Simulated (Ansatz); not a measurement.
`CO[SiH]1OC1=N`. Charge 0, multiplicity 1. Geometry: relaxed with PBE0-D4/def2-TZVP. It is one conformer, not always the lowest.

```xyz
11

C     1.344    1.321    0.172
O     0.791    0.506    1.195
Si   -0.371   -0.590    0.991
O    -1.725   -0.217    0.065
C    -0.933   -1.196   -0.594
N    -1.078   -1.759   -1.694
H     2.371    1.556    0.449
H     0.773    2.248    0.086
H     1.341    0.809   -0.794
H    -0.586   -1.235    2.294
H    -1.927   -1.443   -2.170
```

Q: What is the dipole moment at PBE/def2-TZVPP? (An estimate is asked.)

A: Ansatz gave: 2.35 D, with components (1.00, 1.82, 1.10) D in this frame, pointing from negative to positive charge.

Q: And with r2SCAN, B3LYP, ωB97M-V? (Best estimate.)

A: Ansatz gave: r2SCAN 2.41 D, B3LYP 2.43 D, ωB97M-V 2.46 D.

Q: Give the Mulliken charges with PBE, B3LYP, r2SCAN in def2-TZVPP. (An estimate is asked.)

A: The calculation gave: 
```json
{"atom": "C1", "PBE": "-0.14", "B3LYP": "-0.12", "r2SCAN": "0.00"}
{"atom": "O2", "PBE": "-0.29", "B3LYP": "-0.36", "r2SCAN": "-0.37"}
{"atom": "Si3", "PBE": "0.48", "B3LYP": "0.59", "r2SCAN": "0.66"}
{"atom": "O4", "PBE": "-0.26", "B3LYP": "-0.34", "r2SCAN": "-0.34"}
{"atom": "C5", "PBE": "0.01", "B3LYP": "0.07", "r2SCAN": "0.06"}
{"atom": "N6", "PBE": "-0.23", "B3LYP": "-0.27", "r2SCAN": "-0.33"}
{"atom": "H7", "PBE": "0.11", "B3LYP": "0.12", "r2SCAN": "0.07"}
{"atom": "H8", "PBE": "0.11", "B3LYP": "0.12", "r2SCAN": "0.08"}
{"atom": "H9", "PBE": "0.11", "B3LYP": "0.11", "r2SCAN": "0.07"}
{"atom": "H10", "PBE": "-0.05", "B3LYP": "-0.05", "r2SCAN": "-0.06"}
{"atom": "H11", "PBE": "0.15", "B3LYP": "0.14", "r2SCAN": "0.15"}
```

B3LYP here is the variant with VWN-RPA as its local correlation; programs differ in this.
